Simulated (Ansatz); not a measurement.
`[SiH3][CH2][GaH][Cl]` + H₂S → `[SH][GaH][Cl]` + `C[SiH3]` at 600 K and 1 bar (ligand exchange at a Ga–C bond).

Computed with Ansatz on PBE0-D4/def2-TZVP structures; ΔE is electronic, products minus reactants. CCSD(T)/CBS is the MP2 limit (def2-TZVPP, def2-QZVPP) plus CCSD(T) − MP2 in def2-TZVPP, frozen cores. This one scheme is used for every species. For Ga outer-core shells are correlated without core-valence functions, which leaves a few kJ/mol of doubt a bond. Scalar relativity is left out up to krypton. One conformer a species, not always the lowest.

| species | CCSD(T)/CBS energy (Eh) | H − E (kJ/mol) | S (J/(mol·K)) |
| --- | --- | --- | --- |
| `[SiH3][CH2][GaH][Cl]` | -2714.51621 | 220.1 | 469.4 |
| H₂S | -398.97279 | 60.8 | 230.9 |
| `[SH][GaH][Cl]` | -2782.78263 | 87.0 | 371.4 |
| `C[SiH3]` | -330.73916 | 199.7 | 315.0 |

H − E and S are ideal-gas, rigid-rotor, harmonic terms from PBE0-D4/def2-TZVP, for one conformer and one mirror image of each species. 1 Eh = 2625.50 kJ/mol, R = 8.31446 J/(mol·K).

Task: By hand: ΔE, ΔH, ΔS and ΔG.

Result: ΔE = (-2782.78263) + (-330.73916) − (-2714.51621) − (-398.97279) = -0.03279 Eh = -86.1 kJ/mol. Δ(H − E) = 87.0 + 199.7 − 220.1 − 60.8 = 5.8, so ΔH = -80.3 kJ/mol. ΔS = 371.4 + 315.0 − 469.4 − 230.9 = -13.9 J/(mol·K). ΔG = -80.3 − 600 × (-13.9)/1000 = -72.0 kJ/mol.

Task: By hand: the equilibrium constant, and the temperature at which ΔG would vanish if ΔH and ΔS stayed fixed.

Result: log₁₀ K = −ΔG/(RT ln 10) = 6.3. ΔG = 0 at ΔH/ΔS = 5777 K, far beyond where these terms or the molecules hold.

The number of gas molecules stays the same, so ΔS is small and ΔH decides. A doubt of 5 kJ/mol in ΔE shifts log₁₀ K by 0.4 here. Other conformers and mirror images would add mixing entropy, several J/(mol·K) or more a flexible species. Modes under 60 cm⁻¹, often nearly free rotors, make the harmonic entropy too high. These are equilibria of isolated gas molecules and say nothing of rates. Largest T1 diagnostic: 0.012 (customary marks: 0.02 for closed shells, 0.045 for open ones).
